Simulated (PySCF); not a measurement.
Excitation energy of C²⁺ by level of theory

C²⁺ [He] 2s2 (1S) → C²⁺ [He] 2s1 2p1 (3P), as a difference of total energies. All numbers are calculated (PySCF 2.14, the spin-free X2C one-electron Hamiltonian (Gaussian nucleus), in dyall-av3z). Correlated levels: valence: 1s2 frozen; virtual orbitals above 40 to 60 times the deepest correlated orbital energy dropped. The calculations carry no spin-orbit coupling.

```tsv
method	excitation energy (eV)
UHF	4.654
MP2 (valence)	5.786
SCS-MP2 (valence)	6.098
CCSD (valence)	6.546
```

Q: How much does correlation contribute at MP2 (valence)?

A: 5.786 − (4.654) = 1.132 eV, measured against UHF.

A first-order spin-orbit estimate (lowest level to lowest level, LS coupling) adds -0.007 eV.

With two correlated electrons CCSD is exact in that space.
